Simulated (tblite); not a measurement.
Record of a relaxation.

C₇H₂N₃ (doublet state).
Numbering: `[N:1]#[C:2][c:3]1[cH:4][c:5][n:6][c:7]([C:8]#[N:9])[cH:10]1` (hydrogens: H11 on C4; H12 on C10)
Bond orders are those of one Lewis drawing.

Computed with GFN2-xTB (tblite), gas phase: L-BFGS steps from a force-field or distance-geometry start until the largest atomic force falls under 0.01 eV/Å. 12 of its 26 geometries are shown.

Step 0: E = -668.5853 eV, largest atomic force 3.745 eV/Å
```
atom  x, y, z in Å  |  force x, y, z in eV/Å
N1      3.359    1.036   -0.492   -2.453  -1.063   0.444
C2      2.309    0.568   -0.288    2.106   0.788  -0.289
C3      1.042   -0.025   -0.013   -0.175   1.047  -0.493
C4      0.947   -1.303    0.495   -0.037  -1.727   0.778
C5     -0.310   -1.836    0.748   -2.477   2.591  -1.086
N6     -1.459   -1.166    0.495    3.380  -0.749   0.290
C7     -1.347    0.089   -0.011   -1.192  -0.911   0.456
C8     -2.579    0.778   -0.252   -1.148   0.805  -0.378
N9     -3.554    1.365   -0.472    1.536  -0.957   0.384
C10    -0.137    0.696   -0.275    0.620   0.111  -0.085
H11     1.826   -1.906    0.721   -0.135   0.272  -0.122
H12    -0.098    1.702   -0.683   -0.027  -0.206   0.100
```

Step 2: E = -668.7501 eV, largest atomic force 2.743 eV/Å
```
atom  x, y, z in Å  |  force x, y, z in eV/Å
N1      3.352    1.033   -0.492   -2.415  -1.109   0.475
C2      2.304    0.562   -0.284    2.483   1.078  -0.444
C3      1.043   -0.009   -0.021   -0.316  -1.078   0.395
C4      0.944   -1.333    0.509   -0.132   0.766  -0.253
C5     -0.348   -1.787    0.727    2.389  -0.993   0.308
N6     -1.399   -1.173    0.498   -1.873   1.398  -0.504
C7     -1.371    0.074   -0.003    0.579   0.543  -0.189
C8     -2.572    0.776   -0.253   -1.384   0.691  -0.293
N9     -3.548    1.361   -0.470    1.346  -0.789   0.307
C10    -0.129    0.697   -0.276   -0.829  -0.295   0.111
H11     1.825   -1.901    0.719    0.202  -0.173   0.060
H12    -0.099    1.698   -0.680   -0.051  -0.038   0.028
```

Step 5: E = -668.8506 eV, largest atomic force 1.424 eV/Å
```
atom  x, y, z in Å  |  force x, y, z in eV/Å
N1      3.333    1.024   -0.488    0.800   0.349  -0.164
C2      2.313    0.564   -0.284   -1.159  -0.548   0.263
C3      1.038   -0.020   -0.017    0.046  -0.127   0.033
C4      0.949   -1.324    0.507    0.065   0.130  -0.033
C5     -0.332   -1.788    0.726    0.477  -0.126   0.014
N6     -1.406   -1.159    0.493   -0.272   0.307  -0.101
C7     -1.367    0.085   -0.006    0.188   0.090  -0.021
C8     -2.573    0.774   -0.253   -1.212   0.695  -0.274
N9     -3.546    1.360   -0.469    1.046  -0.639   0.243
C10    -0.137    0.693   -0.275   -0.065  -0.039   0.000
H11     1.829   -1.904    0.719    0.104  -0.051   0.017
H12    -0.100    1.694   -0.679   -0.019  -0.040   0.023
```

Step 7: E = -668.8673 eV, largest atomic force 0.149 eV/Å
```
atom  x, y, z in Å  |  force x, y, z in eV/Å
N1      3.333    1.024   -0.489   -0.128  -0.072   0.026
C2      2.305    0.560   -0.282   -0.052  -0.037   0.028
C3      1.036   -0.022   -0.017   -0.038  -0.039   0.011
C4      0.952   -1.323    0.507    0.058  -0.009   0.011
C5     -0.327   -1.787    0.725    0.079   0.030  -0.032
N6     -1.407   -1.155    0.492    0.040   0.074  -0.018
C7     -1.365    0.088   -0.006    0.005   0.064  -0.016
C8     -2.579    0.777   -0.255    0.038  -0.025  -0.002
N9     -3.542    1.357   -0.468   -0.089   0.037  -0.008
C10    -0.138    0.692   -0.275   -0.004   0.013  -0.018
H11     1.831   -1.905    0.720    0.091  -0.026   0.010
H12    -0.101    1.693   -0.678   -0.001  -0.011   0.008
```

Step 9: E = -668.8702 eV, largest atomic force 0.069 eV/Å
```
atom  x, y, z in Å  |  force x, y, z in eV/Å
N1      3.324    1.019   -0.487   -0.007  -0.022   0.008
C2      2.298    0.555   -0.278    0.006   0.013  -0.006
C3      1.032   -0.025   -0.016   -0.003  -0.010   0.015
C4      0.959   -1.324    0.508   -0.008  -0.044   0.007
C5     -0.322   -1.783    0.721   -0.028  -0.030   0.013
N6     -1.401   -1.148    0.490    0.046  -0.033   0.014
C7     -1.365    0.093   -0.008   -0.021  -0.008  -0.003
C8     -2.580    0.777   -0.256   -0.004   0.026  -0.004
N9     -3.544    1.357   -0.468   -0.067   0.016  -0.006
C10    -0.138    0.692   -0.276   -0.006   0.036  -0.016
H11     1.838   -1.906    0.720    0.060   0.004   0.001
H12    -0.101    1.692   -0.677    0.032   0.052  -0.023
```

Step 11: E = -668.8710 eV, largest atomic force 0.056 eV/Å
```
atom  x, y, z in Å  |  force x, y, z in eV/Å
N1      3.322    1.016   -0.486    0.044   0.005  -0.004
C2      2.295    0.554   -0.278   -0.020  -0.009   0.005
C3      1.030   -0.027   -0.015    0.002  -0.005   0.006
C4      0.961   -1.327    0.509   -0.017   0.002  -0.007
C5     -0.321   -1.785    0.722   -0.001  -0.016   0.010
N6     -1.398   -1.147    0.490   -0.001   0.003  -0.003
C7     -1.366    0.095   -0.008   -0.008  -0.002  -0.004
C8     -2.582    0.780   -0.257   -0.049   0.026  -0.004
N9     -3.548    1.358   -0.468    0.027  -0.032   0.011
C10    -0.138    0.694   -0.277   -0.013   0.006   0.001
H11     1.845   -1.906    0.721    0.007   0.023  -0.008
H12    -0.098    1.695   -0.678    0.030   0.000  -0.004
```

Step 14: E = -668.8712 eV, largest atomic force 0.038 eV/Å
```
atom  x, y, z in Å  |  force x, y, z in eV/Å
N1      3.323    1.015   -0.485   -0.023  -0.022   0.009
C2      2.295    0.554   -0.277    0.017   0.002   0.002
C3      1.030   -0.027   -0.015   -0.001   0.008  -0.005
C4      0.960   -1.327    0.508    0.003   0.010  -0.001
C5     -0.321   -1.786    0.722   -0.003   0.020  -0.010
N6     -1.398   -1.147    0.490   -0.006   0.002  -0.001
C7     -1.367    0.095   -0.009    0.004   0.005   0.001
C8     -2.583    0.780   -0.257    0.025  -0.027   0.008
N9     -3.550    1.357   -0.467   -0.031   0.006   0.000
C10    -0.139    0.695   -0.277    0.009  -0.003   0.000
H11     1.846   -1.904    0.720   -0.004   0.011  -0.005
H12    -0.095    1.696   -0.679    0.009  -0.009   0.002
```

Step 16: E = -668.8713 eV, largest atomic force 0.019 eV/Å
```
atom  x, y, z in Å  |  force x, y, z in eV/Å
N1      3.324    1.012   -0.485   -0.006  -0.014   0.006
C2      2.295    0.553   -0.277    0.009   0.001   0.000
C3      1.029   -0.027   -0.015    0.003   0.004  -0.003
C4      0.960   -1.327    0.508    0.005   0.004   0.004
C5     -0.322   -1.786    0.722   -0.002   0.014  -0.008
N6     -1.398   -1.146    0.490   -0.007  -0.004   0.002
C7     -1.367    0.096   -0.009    0.004   0.002   0.004
C8     -2.585    0.779   -0.256    0.013  -0.010   0.000
N9     -3.552    1.355   -0.467   -0.018  -0.004   0.004
C10    -0.139    0.695   -0.277    0.007   0.004  -0.005
H11     1.847   -1.901    0.718   -0.001  -0.007   0.001
H12    -0.091    1.695   -0.679   -0.007   0.010  -0.003
```

Step 18: E = -668.8713 eV, largest atomic force 0.022 eV/Å
```
atom  x, y, z in Å  |  force x, y, z in eV/Å
N1      3.324    1.011   -0.484    0.022  -0.001   0.001
C2      2.295    0.553   -0.276   -0.004  -0.003   0.000
C3      1.029   -0.026   -0.015    0.001   0.001   0.000
C4      0.960   -1.326    0.508   -0.002   0.000   0.002
C5     -0.322   -1.784    0.722    0.001  -0.004   0.001
N6     -1.398   -1.146    0.490    0.001   0.004  -0.001
C7     -1.367    0.096   -0.009    0.001   0.003  -0.001
C8     -2.585    0.779   -0.256   -0.012   0.011  -0.005
N9     -3.553    1.353   -0.466    0.007  -0.019   0.008
C10    -0.139    0.695   -0.277   -0.004   0.006  -0.003
H11     1.847   -1.900    0.718   -0.002  -0.009   0.003
H12    -0.090    1.695   -0.679   -0.010   0.011  -0.004
```

Step 20: E = -668.8714 eV, largest atomic force 0.030 eV/Å
```
atom  x, y, z in Å  |  force x, y, z in eV/Å
N1      3.326    1.007   -0.483    0.030   0.004  -0.001
C2      2.296    0.552   -0.276   -0.005  -0.003  -0.002
C3      1.029   -0.025   -0.015   -0.001   0.001   0.003
C4      0.960   -1.325    0.508   -0.007  -0.001  -0.006
C5     -0.322   -1.783    0.721    0.005  -0.019   0.012
N6     -1.399   -1.145    0.489    0.019   0.015  -0.007
C7     -1.367    0.097   -0.009   -0.001   0.007  -0.011
C8     -2.585    0.778   -0.256   -0.022   0.018  -0.001
N9     -3.556    1.350   -0.464    0.013  -0.020   0.006
C10    -0.138    0.696   -0.278   -0.008   0.003   0.003
H11     1.847   -1.900    0.718   -0.010  -0.003   0.003
H12    -0.090    1.697   -0.680   -0.012  -0.004   0.000
```

Step 23: E = -668.8716 eV, largest atomic force 0.024 eV/Å
```
atom  x, y, z in Å  |  force x, y, z in eV/Å
N1      3.334    0.997   -0.479   -0.013  -0.007   0.004
C2      2.299    0.551   -0.275    0.011   0.002  -0.001
C3      1.030   -0.022   -0.016    0.004   0.001  -0.001
C4      0.959   -1.322    0.508    0.002  -0.001  -0.012
C5     -0.323   -1.781    0.719    0.003   0.003   0.007
N6     -1.399   -1.141    0.488    0.014   0.005  -0.004
C7     -1.366    0.101   -0.011    0.001   0.003  -0.010
C8     -2.587    0.778   -0.256    0.005  -0.006   0.010
N9     -3.565    1.338   -0.458   -0.020   0.012  -0.007
C10    -0.138    0.700   -0.280    0.009  -0.004   0.008
H11     1.846   -1.898    0.717   -0.009   0.006   0.003
H12    -0.089    1.701   -0.683   -0.009  -0.013   0.004
```

Step 25: E = -668.8717 eV, largest atomic force 0.009 eV/Å
```
atom  x, y, z in Å  |  force x, y, z in eV/Å
N1      3.335    0.995   -0.478   -0.002  -0.002   0.001
C2      2.300    0.550   -0.275    0.003   0.000   0.001
C3      1.030   -0.022   -0.016    0.003  -0.001  -0.002
C4      0.959   -1.322    0.507    0.003  -0.002  -0.005
C5     -0.322   -1.781    0.720    0.000   0.008   0.000
N6     -1.398   -1.141    0.487   -0.004  -0.003   0.001
C7     -1.366    0.102   -0.012   -0.001  -0.002  -0.001
C8     -2.588    0.778   -0.256    0.001  -0.003   0.003
N9     -3.567    1.337   -0.458   -0.007   0.005  -0.003
C10    -0.137    0.701   -0.280    0.002  -0.001   0.001
H11     1.845   -1.898    0.717    0.003   0.001   0.002
H12    -0.090    1.701   -0.683   -0.002   0.000   0.001
```

**Question.** Summarise the path.

**Answer.** The energy falls by 27.64 kJ/mol from step 0 to step 25; nine tenths of that is first reached at step 4. It rises by more than 0.2 meV at steps 1 and 5. The largest force goes from 3.745 to 0.009 eV/Å. Among the bonds C5–N6 changes most, from 1.354 to 1.273 Å; the atoms move by 0.035 Å rms after alignment.

The cost below is that of the whole relaxation. On an Arm Neoverse V1 with one thread, shared host with 32 logical CPUs at a one-minute load of 17, this took 0.15 s wall.
